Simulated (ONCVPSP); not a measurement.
**chromium: one change to an ONCV potential, before and after**

chromium (Cr), optimised norm-conserving Vanderbilt (ONCV), made with ONCVPSP 4.0.1 (PBE, scalar-relativistic). Core [Ar], reference 3d5 4s0.75 4p0.25. Waves: 4s: rc 2.85 bohr, ncon 4, nbas 7, qcut 1.8 1/bohr, 2 projectors, debl 3 Ha; 4p: rc 3.85 bohr, ncon 4, nbas 7, qcut 2.5 1/bohr, 2 projectors, debl 3.7 Ha; 3d: rc 2.25 bohr, ncon 3, nbas 8, qcut 5.5 1/bohr, 1 projector; f scattering state at 0.14 Ha: rc 2.95 bohr, ncon 4, nbas 7, qcut 4.1 1/bohr, 1 projector. Local part: polynomial inside 2.10 bohr (lpopt 5, dvloc0 2 Ha). Core correction: Teter function, fcfact 5.25, rcfact 1.15.

Change: core correction Teter function, fcfact 5.25, rcfact 1.42.

Cutoffs: the cutoffs (Ha) at which the residual kinetic energy of the hardest occupied pseudo-wave falls to 1 and 0.1 mHa per electron; they do not see the model core or the augmentation charge, which bear on the density cutoff. Errors are all-electron minus pseudo energies relative to the spin-unpolarised reference configuration.

**Question.** How do hardness, ghosts and transferability respond?

**Answer.** The potential gets neither clearly harder nor softer (14 Ha and 37 Ha → 14 Ha and 37 Ha); of the 3 tests that both files solve, the error grows in 1 and shrinks in 2 by more than 15 % and 0.3 meV (median size 1.9 → 0.2 meV); neither file shows a bound ghost. A model core, the more so a compact one, raises the density cutoff, which this test does not measure.

```csv
quantity,base,changed
"cutoff, loose",14 Ha,14 Ha
"cutoff, tight",37 Ha,37 Ha
bound ghosts,none,none
GHOST(+) flags under 300 eV,"p at 82.8 eV, s at 115.0 eV","p at 82.8 eV, s at 115.0 eV"
tests with a reliable result,3 of 4,3 of 4
"error for 3d5 4s1 4p0, meV [ΔE -0.76 eV]",+0.4,0.0
"error for 3d5 4s0 4p0, meV [ΔE 6.14 eV]",+24,-0.2
"error for 3d5.5 4s0.5 4p0, meV [ΔE -0.04 eV]",-1.9,-4.3
s: phases at 2.89 bohr within 0.05 rad from the reference energy up to (Ha; the scan ends near 5),1.6,1.6
p: phases at 3.91 bohr within 0.05 rad from the reference energy up to (Ha; the scan ends near 5),0.3,0.3
d: phases at 2.28 bohr within 0.05 rad from the reference energy up to (Ha; the scan ends near 5),0.2,0.2
f: phases at 2.99 bohr within 0.05 rad from the reference energy up to (Ha; the scan ends near 5),2.3,2.3
"rms error of d²Exc/dni dnj with the model core, mHa",3.46,1.23
```
